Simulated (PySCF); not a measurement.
# Computed data sheet: `C=C[SiH2]C#C[Si@H](C#N)CC`

C₇H₁₁NSi₂.
SMILES with atom numbers: `[CH2:1]=[CH:2][SiH2:3][C:4]#[C:5][Si@H:6]([C:7]#[N:8])[CH2:9][CH3:10]` (hydrogens: H11, H12 on C1; H13 on C2; H14, H15 on Si3; H16 on Si6; H17, H18 on C9; H19, H20, H21 on C10)

Geometry (GFN2-xTB, Å), atoms numbered from 1 in this order:
```xyz
21
C7H11NSi2 angstrom
C      3.3388    2.2551   -0.7391
C      2.7185    1.2285   -1.2980
Si     2.8706   -0.5620   -0.7318
C      1.1741   -1.0743   -0.1790
C      0.0528   -1.3726    0.1689
Si    -1.6647   -1.7912    0.7084
C     -2.6906   -1.7527   -0.8595
N     -3.3237   -1.7174   -1.8135
C     -2.3545   -0.4442    1.8662
C     -2.3937    0.9372    1.2171
H      4.0004    2.1289    0.1034
H      3.2208    3.2697   -1.0898
H      2.0637    1.4202   -2.1407
H      3.2743   -1.4283   -1.8460
H      3.7853   -0.6793    0.4093
H     -1.7637   -3.1429    1.2710
H     -1.7425   -0.3984    2.7697
H     -3.3622   -0.7163    2.1894
H     -1.3968    1.2473    0.9088
H     -2.7822    1.6786    1.9139
H     -3.0336    0.9310    0.3367
```

Among its groups: cyano group on a heteroatom, alkyne, C=C double bond, Si–H bond and C–Si bond.

**GFN2-xTB geometry**

```yaml
Point_group_of_the_GFN2-xTB_geometry: C1
Rotational_constants_A_B_C_of_the_GFN2-xTB_geometry: 1.396, 0.395, 0.368 GHz
```

PBE0/pcSseg-1 ground state and GIAO shieldings, non-relativistic (PySCF):

```yaml
Dipole_moment: 4.24 D
HOMO_energy: -8.21 eV
LUMO_energy: -1.05 eV
HOMO–LUMO_gap: 7.16 eV
Lowest_Hirshfeld_atomic_charge: -0.20 e on N8
Highest_Hirshfeld_atomic_charge: +0.43 e on Si6
13C_chemical_shifts_computed_TMS_as_zero_by_class: 144.7 (C1), 138.7 (C2), 123.4 (C7), 121.1 (C4), 111.5 (C5), 10.7 (C9), 9.7 (C10) ppm
1H_chemical_shifts_computed_TMS_as_zero_by_class: 6.52 (H13), 6.51 (H12), 6.27 (H11), 4.83 (H16), 4.80 (H14), 4.54 (H15), 1.38 (H19/H20/H21), 0.98 (H18), 0.94 (H17) ppm
Isotropic_shieldings_of_nuclei_other_than_C_and_H_by_class: -94 (N8), 414 (Si6), 417 (Si3) ppm
Mayer_bond_orders_between_heavy_atoms: C1–C2 1.99, C2–Si3 0.90, Si3–C4 0.93, C4–C5 2.52, C5–Si6 0.93, Si6–C7 0.80, C7–N8 2.93, Si6–C9 0.93, C9–C10 1.05
```

Monoisotopic mass from the formula: 165.0430 u.

The dipole matches unit charges of opposite sign 0.88 Å apart (1 e·Å = 4.8032 D). With B = h/(8π²I), that is 505.379 GHz u Å² over I, the principal moments of inertia are 362.1, 1279.6 and 1371.8 u Å² (most abundant isotopes); the inertial defect Ic − Ia − Ib is -269.9 u Å² (zero for a rigid planar frame, negative otherwise). A dipole of 4.24 D is allowed in C1, and pure rotational transitions are dipole-allowed. The rotational constants make it an asymmetric top with κ = (2B − A − C)/(A − C) = -0.95, nearer the prolate limit (−1).

One conformer (not necessarily the lowest) at the GFN2-xTB geometry, without solvent, vibrations or thermal averaging.

For the NMR shielding job (PBE0/pcSseg-1), hardware: one thread, Arm Neoverse V2 (aarch64), no GPU (shared host). Cost: 70 s, 1.1 GiB resident at most.
